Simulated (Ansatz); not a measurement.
CH9BOSi2, SMILES `CB[SiH](O)[SiH3]` at its PBE0-D4/def2-TZVP geometry, where that method's forces vanish. Charge 0, multiplicity 1.

| atom | x (Å) | y (Å) | z (Å) |
| --- | --- | --- | --- |
| C1 | 1.593 | 1.555 | 0.006 |
| B2 | 0.057 | 1.343 | -0.105 |
| Si3 | -0.850 | -0.226 | 0.747 |
| O4 | -2.500 | -0.144 | 0.918 |
| Si5 | -0.201 | -2.059 | -0.595 |
| H6 | 2.167 | 0.735 | 0.441 |
| H7 | 2.051 | 1.865 | -0.939 |
| H8 | 1.712 | 2.424 | 0.674 |
| H9 | -0.577 | 2.130 | -0.758 |
| H10 | -0.324 | -0.501 | 2.114 |
| H11 | -2.984 | 0.267 | 0.200 |
| H12 | -0.653 | -1.874 | -2.004 |
| H13 | -0.775 | -3.338 | -0.094 |
| H14 | 1.284 | -2.177 | -0.606 |

Problem. For each bond, give half the difference of the two atoms' forces along it (eV/Å; positive pushes the atoms apart) under PBE-D4, r2SCAN-D4, B3LYP-D4, ωB97M-V in def2-TZVPP. (Estimate.)

Solution. Ansatz gave: 
```csv
bond,length (Å),PBE-D4,r2SCAN-D4,B3LYP-D4,ωB97M-V
C1–B2,1.554,-0.07,0.01,0.09,0.12
C1–H6,1.091,0.11,-0.01,-0.03,-0.06
C1–H7,1.094,0.14,-0.01,-0.04,-0.07
C1–H8,1.103,0.15,0.00,-0.04,-0.05
B2–Si3,2.003,-0.22,-0.06,-0.01,0.01
B2–H9,1.203,0.12,0.00,-0.13,-0.15
Si3–O4,1.661,0.34,0.06,0.16,0.17
Si3–Si5,2.363,-0.07,0.03,0.07,-0.02
Si3–H10,1.490,0.11,-0.01,-0.13,-0.16
O4–H11,0.958,0.36,0.02,-0.02,-0.06
Si5–H12,1.491,0.08,-0.02,-0.06,-0.08
Si5–H13,1.489,0.10,-0.01,-0.08,-0.11
Si5–H14,1.490,0.07,-0.03,-0.07,-0.08
```

B3LYP here is the variant with VWN-RPA as its local correlation; programs differ in this.
